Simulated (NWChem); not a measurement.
System: C2H4OSi; SMILES C#C[SiH2]O

```xyz
8

Si    -0.5392     0.5964     0.0026
O      0.7872     1.6239    -0.0612
C     -0.0245    -1.1734    -0.0170
C      0.3346    -2.3492    -0.0145
H     -1.3426     0.9023    -1.2204
H     -1.3646     0.8009     1.2446
H      1.4521     1.4778     0.6343
H      0.6459    -3.3861    -0.0166
```
Atoms are numbered in this order, from 1.

All runs: NWChem. Medium grid unless said otherwise, to which SCAN and Minnesota functionals are sensitive. Coordinates come from a PBE-D3(BJ)/def2-SVP optimisation. Hybrids' shares of exact exchange are those that their runs print; pure functionals count as 0. The functionals differ in more than this share.

```
row               share of exact exchange  highest occupied level (eV)
----------------  -----------------------  ---------------------------
PBE/def2-SVP                         0.00                        -6.86
N12/def2-SVP                         0.00                        -6.68
B3LYP/def2-SVP                       0.20                     withheld
r2SCAN0/def2-SVP                     0.25                        -8.37
MN15/def2-SVP                        0.44                        -8.81
```

Fit a straight line of the last column on the one before it, predict the withheld value, and compare with the run.


1. Means of the 4 shown rows: x = 0.172, y = -7.680. Slope Σ(x − x̄)(y − ȳ)/Σ(x − x̄)² = -0.6697/0.1371 = -4.886; intercept -6.837.
2. The shown rows scatter about the line by 0.196 (root mean square); the largest residual is -0.31, at r2SCAN0/def2-SVP.
3. At x = 0.20 (B3LYP/def2-SVP; inside the shown range) the line gives -7.81.
4. The run gives -7.87, -0.06 from the line, 0.3 times the scatter.
